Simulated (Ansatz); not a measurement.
One change: `C/C(BN)=C\F` becomes `BC/C(C)=C\F`.

Ansatz, PBE0-D4/def2-TZVP geometries, multiplicity 1. Each molecule was computed in one conformer, which needn't be the lowest.

| property | `C/C(BN)=C\F` |
| --- | --- |
| HOMO energy (B3LYP/def2-TZVPP) / eV | -6.92 |
| HOMO–LUMO gap (B3LYP/def2-TZVPP) / eV | 6.37 |
| HOMO–LUMO gap (ωB97M-V/def2-TZVPP) / eV | 11.08 |
| HOMO energy (PBE/def2-TZVPP) / eV | -5.95 |
| HOMO–LUMO gap (PBE0/def2-TZVPP) / eV | 6.81 |
| HOMO energy (ωB97M-V/def2-TZVPP) / eV | -9.33 |

Problem. What does the change do to each property? (Best estimate.)

Solution. The calculation gave: 
| property | `BC/C(C)=C\F` | shift |
| --- | --- | --- |
| HOMO energy (B3LYP/def2-TZVPP) / eV | -7.10 | -0.18 |
| HOMO–LUMO gap (B3LYP/def2-TZVPP) / eV | 6.02 | -0.35 |
| HOMO–LUMO gap (ωB97M-V/def2-TZVPP) / eV | 10.57 | -0.51 |
| HOMO energy (PBE/def2-TZVPP) / eV | -6.20 | -0.25 |
| HOMO–LUMO gap (PBE0/def2-TZVPP) / eV | 6.43 | -0.38 |
| HOMO energy (ωB97M-V/def2-TZVPP) / eV | -9.47 | -0.14 |

With PBE0 the HOMO falls by 0.18 eV and the LUMO falls by 0.55 eV, so the gap narrows by about 0.37 eV. PBE moves the HOMO by -0.25 eV and ωB97M-V by -0.14 eV.

B3LYP here is the variant with VWN-RPA as its local correlation; programs differ in this.
